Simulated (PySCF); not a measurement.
Job file and geometry (Å, from GFN2-xTB) of an NMR shielding run on `C[SiH2]C[C@@H](CF)[SiH2]C`, C5H15FSi2, GIAO PBE0/pcSseg-1 NMR shielding, non-relativistic, gas phase in PySCF 2.14.0, density-fitted response routines; density fitting, a coarse starting grid and PySCF grid level 2 are the driver's defaults:

```
$ OMP_NUM_THREADS=1 python probes_run.py task.json out

{"job": {"kind": "nmr", "xc": "PBE0", "basis": "pcSseg-1"}, "charge": 0, "multiplicity": 1}
C     -3.330090     0.516778    -1.332936
Si    -2.232667    -0.592811    -0.255035
C     -0.491948     0.177875    -0.150210
C      0.428326    -0.444063     0.905761
C      0.842705    -1.849554     0.507511
F      1.629317    -1.835348    -0.623787
Si     1.951159     0.673272     1.258839
C      2.832733     1.179002    -0.339451
H     -3.387789     1.527733    -0.940257
H     -4.341720     0.126686    -1.382100
H     -2.954078     0.579808    -2.349880
H     -2.210745    -1.941705    -0.838905
H     -2.786498    -0.681216     1.105304
H      0.006866     0.115085    -1.119314
H     -0.599495     1.243625     0.068439
H     -0.131547    -0.556040     1.839732
H      1.442194    -2.325499     1.290195
H     -0.021312    -2.479251     0.270607
H      1.437362     1.863228     1.952931
H      2.860631    -0.058613     2.150676
H      3.133333     0.309765    -0.916496
H      2.193725     1.789276    -0.971765
H      3.724784     1.758052    -0.119780
```

**Question.** Write the output of this run.

**Answer.** 
```
coarse grid: 19064 points
cycle   1  E = -877.6157276510  dE =  3.624e-01  |g| = 6.406e-01  |ddm| = 4.050e+00
cycle   2  E = -877.5739166803  dE =  4.181e-02  |g| = 8.021e-01  |ddm| = 1.111e+00
cycle   3  E = -877.7039353194  dE = -1.300e-01  |g| = 6.746e-02  |ddm| = 6.674e-01
cycle   4  E = -877.7045306644  dE = -5.953e-04  |g| = 3.267e-02  |ddm| = 6.921e-02
cycle   5  E = -877.7047346932  dE = -2.040e-04  |g| = 5.830e-03  |ddm| = 2.848e-02
cycle   6  E = -877.7047421400  dE = -7.447e-06  |g| = 1.551e-03  |ddm| = 8.119e-03
final grid: 172080 points
cycle   7  E = -877.7584234312  dE = -4.293e-05  |g| = 1.016e-02  |ddm| = 2.854e-02
cycle   8  E = -877.7584071005  dE =  1.633e-05  |g| = 1.332e-02  |ddm| = 1.989e-02
cycle   9  E = -877.7584485578  dE = -4.146e-05  |g| = 1.012e-03  |ddm| = 1.129e-02
cycle  10  E = -877.7584487202  dE = -1.624e-07  |g| = 3.055e-04  |ddm| = 9.781e-04
cycle  11  E = -877.7584487375  dE = -1.727e-08  |g| = 5.116e-05  |ddm| = 2.723e-04
cycle  12  E = -877.7584487380  dE = -5.098e-10  |g| = 1.787e-05  |ddm| = 6.758e-05
converged SCF energy = -877.7584487380

GIAO shielding tensors (ppm)
atom      isotropic    diamagn.    paramagn.     s11        s22        s33       span
  0 C      193.830     252.057     -58.227    191.017    191.885    198.589      7.572
  1 Si     391.377     881.757    -490.380    346.425    396.320    431.385     84.960
  2 C      175.454     256.028     -80.574    156.180    175.467    194.714     38.534
  3 C      158.957     252.585     -93.629    150.753    155.805    170.311     19.558
  4 C       97.737     242.913    -145.176     60.452     85.785    146.975     86.524
  5 F      424.658     477.427     -52.769    379.141    427.309    467.523     88.382
  6 Si     382.994     881.179    -498.185    345.934    384.488    418.561     72.628
  7 C      195.373     253.196     -57.823    188.477    195.460    202.183     13.706
  8 H       31.564      30.901       0.663     26.773     29.702     38.218     11.445
  9 H       31.530      26.986       4.544     26.576     27.998     40.018     13.442
 10 H       31.577      30.892       0.686     26.835     29.540     38.357     11.522
 11 H       27.186      30.663      -3.477     22.906     27.036     31.615      8.709
 12 H       27.728      30.770      -3.042     23.986     26.824     32.373      8.386
 13 H       30.351      35.988      -5.637     25.702     31.418     33.933      8.231
 14 H       31.056      35.998      -4.942     24.422     32.454     36.291     11.869
 15 H       30.840      34.155      -3.315     26.209     30.157     36.155      9.946
 16 H       26.845      29.989      -3.144     22.828     26.419     31.288      8.460
 17 H       26.688      30.820      -4.131     22.410     27.119     30.536      8.126
 18 H       27.574      30.431      -2.857     23.933     25.967     32.823      8.890
 19 H       27.394      29.938      -2.544     23.763     25.370     33.048      9.285
 20 H       31.284      31.469      -0.185     25.700     30.466     37.685     11.985
 21 H       31.353      32.979      -1.625     26.282     30.481     37.296     11.015
 22 H       31.655      27.644       4.012     26.828     27.746     40.393     13.565
```

**Question.** Turn these shieldings into chemical shifts. Referencing at the same level of theory: TMS for 13C (186.93 ppm) and 29Si (349.16 ppm) and 1H (31.72 ppm); CFCl3 for 19F (170.95 ppm).

**Answer.** Averaging equivalent atoms: C 4: 89.2; C 3: 28.0; C 2: 11.5; C 0: -6.9; C 7: -8.4; Si 6: -33.8; Si 1: -42.2; F 5: -253.7; H 17: 5.03; H 16: 4.87; H 11: 4.53; H 19: 4.32; H 18: 4.14; H 12: 3.99; H 13: 1.37; H 15: 0.88; H 14: 0.66; H 20/21/22: 0.29; H 8/9/10: 0.16 ppm. Unscaled 19F shifts against computed CFCl3 carry errors that often reach 10 to 50 ppm.

Size and cost of the density-fitted run: 225 basis functions, 110 s wall time on 1 thread of an Arm Neoverse N1, shared host; peak memory 1.1 GiB.
